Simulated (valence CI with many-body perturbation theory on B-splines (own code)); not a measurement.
E1 line list for K5+

Method: configuration interaction combined with many-body perturbation theory (CI+MBPT): four valence electrons over a frozen Dirac-Fock core [Ne], radial functions for each j: 11 s, 11 p, 10 d, 8 f, 5 g, 2 h, with the one-electron correlation potential Σ1 (screened to all orders), the two-electron term Σ2, the three-electron term Σ3, Breit, model QED; selected single and double excitations, second order for the rest, scaled by the run's own slope (own B-spline code, finite nucleus).

Against 25 measured levels this calculation errs by 128 cm⁻¹ on average and by 501 at most. These come from a selection out of Sansonetti, J. Phys. Chem. Ref. Data 37, 7 (2008). Levels without a partner in it may be off by more. Among the levels kept, up to 940 cm⁻¹ of a level comes from second order outside the variational space, and about a tenth of that is noise between levels of different J, which matters for small intervals.

Lines 351 to 400 of 562 in falling wavelength, among levels below 70.046 eV, chosen from the strongest by gf and those to the six lowest levels. Wavelengths and rates use the calculated energies, so an error of 100 cm⁻¹ moves a line at 40.08 nm by 0.04 % and its rate by three times that or more. Electric multipoles are in the length gauge, E1 and E2 with the static RPA response of the core. Weak lines are less certain than strong ones. Lines between different terms over intervals too small for the method are left out, as are lines whose strength nearly cancels. Where a level lies close to another of its J and parity, the split of strength between their lines is uncertain. The highest levels of a list are the least certain.

Names give the largest LS component (configuration and term), which can be under half, so a name can repeat, a term be missing and a line seem to break the LS rules; names also repeat where a configuration has a term twice. Letters in brackets count levels of one name in rising energy.

```
λ vac (nm)  λ from measured levels               Upper            Lower   A (s⁻¹)  S (a.u.)
     40.52                                3s2.3d2 3P_0  3s2.3p.3d 3D°_1  8.28e+09  2.72e-01
     40.50                          3s.3p2.3d 3P_2 [b]     3s.3p3 3P°_2  1.61e+10  2.63e+00
     40.50                          3s.3p2.3d 3P_2 [b]     3s.3p3 3P°_1  4.71e+09  7.72e-01
     40.50                             3s.3p.3d2 3S°_1         3p4 3P_1  4.33e+09  4.26e-01
     40.50                                3s2.3d2 3P_1  3s2.3p.3d 3D°_1  4.79e+09  4.71e-01
     40.48                          3s.3p2.3d 3D_2 [a]     3s.3p3 3D°_3  3.18e+09  5.20e-01
     40.47                          3s.3p2.3d 3D_1 [a]     3s.3p3 3D°_2  4.79e+09  4.70e-01
     40.46                          3s.3p2.3d 3D_1 [a]     3s.3p3 3D°_1  1.26e+10  1.24e+00
     40.45                          3s.3p2.3d 3D_3 [a]     3s.3p3 3D°_3  1.57e+10  3.59e+00
     40.44                          3s.3p2.3d 3D_2 [a]     3s.3p3 3D°_2  1.16e+10  1.90e+00
     40.43                          3s.3p2.3d 3D_2 [a]     3s.3p3 3D°_1  2.91e+09  4.75e-01
     40.41                          3s.3p2.3d 3D_3 [a]     3s.3p3 3D°_2  2.20e+09  5.01e-01
     40.26                            3p3.3d 3P°_2 [a]         3p4 3P_2  8.93e+09  1.44e+00
     40.22                             3s.3p.3d2 3S°_1         3p4 3P_2  1.48e+10  1.42e+00
     40.17                                3p3.3d 1P°_1         3p4 3P_2  3.62e+09  3.47e-01
     40.16                                3s2.3d2 1S_0  3s2.3p.3d 1P°_1  4.54e+10  1.45e+00
     40.08                   40.10     3s2.3p.3d 3P°_2     3s2.3p2 3P_2  1.16e+10  1.84e+00
     39.97                          3s.3p2.3d 1D_2 [a]     3s.3p3 1D°_2  1.73e+10  2.72e+00
     39.90                   39.94     3s2.3p.3d 1P°_1     3s2.3p2 1S_0  2.71e+10  2.55e+00
     39.89                   39.91     3s2.3p.3d 3P°_1     3s2.3p2 3P_2  7.81e+09  7.34e-01
     39.86                          3s.3p2.3d 3P_2 [c]     3s.3p3 3S°_1  3.35e+10  5.24e+00
     39.79                   39.81     3s2.3p.3d 3P°_2     3s2.3p2 3P_1  7.96e+09  1.24e+00
     39.79                                3s2.3d2 3P_2  3s2.3p.3d 1D°_2  1.71e+09  2.66e-01
     39.71                          3s.3p2.3d 3P_1 [c]     3s.3p3 3S°_1  3.00e+10  2.78e+00
     39.64                          3s.3p2.3d 3P_0 [c]     3s.3p3 3S°_1  2.95e+10  9.06e-01
     39.61                   39.62     3s2.3p.3d 3P°_1     3s2.3p2 3P_1  3.04e+09  2.79e-01
     39.53                                3s2.3d2 3P_1  3s2.3p.3d 3P°_0  1.08e+10  9.89e-01
     39.53                   39.54     3s2.3p.3d 3P°_0     3s2.3p2 3P_1  2.08e+10  6.34e-01
     39.52                             3s2.3p.3d 1D°_2     3s2.3p2 3P_2  4.46e+08  6.79e-02
     39.46                                3s2.3d2 3P_0  3s2.3p.3d 3P°_1  3.82e+10  1.16e+00
     39.45                            3p3.3d 3P°_2 [b]         3p4 3P_1  3.30e+09  5.00e-01
     39.45                                3s2.3d2 3P_1  3s2.3p.3d 3P°_1  6.67e+09  6.06e-01
     39.43                   39.45     3s2.3p.3d 3P°_1     3s2.3p2 3P_0  9.94e+09  9.02e-01
     39.42                                3s2.3d2 3P_2  3s2.3p.3d 3P°_1  7.67e+09  1.16e+00
     39.42                              3s.3p2.3d 3S_1     3s.3p3 3P°_2  1.28e+10  1.16e+00
     39.42                              3s.3p2.3d 3S_1     3s.3p3 3P°_1  6.30e+09  5.71e-01
     39.42                              3s2.3p.4p 1P_1     3s.3p3 1D°_2  2.19e+09  1.99e-01
     39.38                            3p3.3d 3P°_1 [b]         3p4 3P_0  6.00e+09  5.43e-01
     39.27                            3p3.3d 3P°_1 [b]         3p4 3P_1  5.59e+09  5.01e-01
     39.27                                3s2.3d2 3P_1  3s2.3p.3d 3P°_2  1.59e+10  1.43e+00
     39.24                             3s2.3p.3d 1D°_2     3s2.3p2 3P_1  6.04e+08  9.01e-02
     39.24                                3s2.3d2 3P_2  3s2.3p.3d 3P°_2  2.04e+10  3.04e+00
     39.23                            3p3.3d 3P°_0 [b]         3p4 3P_1  1.77e+10  5.26e-01
     39.19                            3p3.3d 3P°_2 [b]         3p4 3P_2  1.11e+10  1.64e+00
     39.15                                3s2.3d2 1D_2  3s2.3p.3d 1D°_2  3.52e+10  5.21e+00
     39.01                            3p3.3d 3P°_1 [b]         3p4 3P_2  4.51e+09  3.96e-01
     38.95                              3s.3p2.3d 5P_3     3s.3p3 5S°_2  2.72e+10  5.55e+00
     38.87                   38.89     3s2.3p.3d 3D°_1     3s2.3p2 3P_2  1.79e+09  1.56e-01
     38.85                              3s.3p2.3d 5P_2     3s.3p3 5S°_2  2.74e+10  3.96e+00
     38.80                   38.82     3s2.3p.3d 3D°_2     3s2.3p2 3P_2  1.15e+10  1.66e+00
```
